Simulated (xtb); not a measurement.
Al(H)(Me)(OEt) (C3H9AlO), SMILES CC[O][AlH][CH3]. All values are semi-empirical tight-binding results from xtb (GFN2-xTB unless named), good for trends rather than for accurate numbers. Coordinates come from a GFN2-xTB optimisation. The structure was generated by enumeration; whether it is a known compound was not checked. Other conformers were not sampled.

A frequency run showed that this geometry is not a minimum.

For metal compounds this method's bond lengths and energies can be far off.

Task: Estimate the properties. (Estimate from the structure and the level; the computed values follow.)

Result: 
| Item | Value |
|---|---|
| orbital gap | 4.51 eV |
